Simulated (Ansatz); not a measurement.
Exact exchange and the HOMO–LUMO gap of ZrO

ZrO has 2 atoms, charge 0, and is taken as a singlet. SMILES: `[O][Zr]`. The bond length is the measured one.

The HOMO–LUMO gap y, in eV, basis def2-TZVP with a core potential; a is the functional's share of exact exchange. Programs: Ansatz 0.2.0.

| functional | program | a | y (eV) |
| --- | --- | --- | --- |
| revPBE | Ansatz | 0 | 0.29 |
| PBE | Ansatz | 0 | 0.30 |
| B3LYP | Ansatz | 0.2 | 1.77 |
| r2SCAN0 | Ansatz | 0.25 | ? |
| PBE0 | Ansatz | 0.25 | 2.15 |
| BHLYP | Ansatz | 0.5 | 3.96 |

**Question.** Fit y = c + s·a to the known rows and predict r2SCAN0.

**Answer.** 
1. Means of the 5 rows: a = 0.1900, y = 1.694.
2. Σ(Δa)² = 0.172, Σ(Δa·Δy) = 1.2622, so the slope is 1.2622/0.172 = 7.3384.
3. Intercept: 1.694 − (7.3384) × 0.1900 = 0.300. The largest residual of the fit is 0.015.
4. r2SCAN0: 0.300 + (7.3384) × 0.25 = 2.13 eV.

The run gave 2.27 eV, so the prediction is off by -0.14 eV, more than the scatter of the fit. Exact exchange lowers occupied levels and raises empty ones. The rows mix families of semi-local functionals, which the line can't see.
